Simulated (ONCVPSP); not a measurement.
## Rh, ONCV: configuration errors across variants

rhodium, optimised norm-conserving Vanderbilt (ONCV), made with ONCVPSP 4.0.1 (PBE, fully relativistic). Core [Ar] 3d10, reference 4s2 4p6 4d8 5s1. Waves: 4s+5s: rc 1.50 bohr, ncon 4, nbas 8, qcut 6 1/bohr, 3 projectors, debl 2.7 Ha; 4p: rc 1.15 bohr, ncon 4, nbas 7, qcut 7.4 1/bohr, 3 projectors, debl 1.3 Ha; 4d: rc 2.15 bohr, ncon 4, nbas 9, qcut 7.9 1/bohr, 2 projectors, debl 1.2 Ha. Local part: polynomial inside 0.90 bohr (lpopt 5, dvloc0 3 Ha). Core correction: none.

Open shells are filled in proportion to 2j + 1.

In the p channel the program set the typed energies aside and used -1.807, 0.250, 1.550 Ha (j = l + 1/2; the other j can differ).

All-electron excitation energies from the reference (eV): (1) 4s2 4p6 4d8 5s0 7.462; (2) 4s2 4p6 4d7 5s0 26.973; (3) 4s2 4p6 4d6 5s0 59.475; (4) 4s2 4p6 4d9 5s0 -0.911.

A true bound ghost makes a file unfit for plane-wave use even where its test errors are small: the radial tests pick states by their node count and pass the ghost by.

Errors AE − PS in meV (a dash: test not solved or not reliable):

```csv
change,(1),(2),(3),(4),bound ghosts,GHOST(+) flags above zero
base,+0.6,+1.5,+29,+2.6,p3/2,"s, p1/2"
d: rc 1.58,-0.1,+0.6,+4.3,-1.1,p3/2,"s, p1/2"
d: rc 1.8,+0.1,+0.3,+8.0,-0.1,p3/2,"s, p1/2"
d: rc 2.16,+0.7,+1.5,+30,+2.8,p3/2,"s, p1/2"
d: rc 2.5,+1.1,+4.0,+76,+9.5,p3/2,"s, p1/2"
d: rc 2.7,+1.0,+6.6,+119,+16,p3/2,"s, p1/2"
```

Problem. Give the same row for: d: rc 3.1.

Solution. +0.1, +12, +187, +25; bound ghosts: p3/2; GHOST(+) flags above zero: s, d5/2, p1/2, d3/2.
